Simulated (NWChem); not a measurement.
Species: BeH2; SMILES [BeH2]

Program: NWChem. Coordinates come from a PBE0/def2-SVP optimisation. Static field.

Task: Order these by “isotropic polarisability (bohr³)”, lowest first: LC-BLYP (range parameter 0.33 per bohr)/aug-cc-pVDZ; CAM-B3LYP/aug-cc-pVDZ; PBE/aug-cc-pVDZ.

Result: CAM-B3LYP/aug-cc-pVDZ (20.7), LC-BLYP (range parameter 0.33 per bohr)/aug-cc-pVDZ (21.2), PBE/aug-cc-pVDZ (21.8)
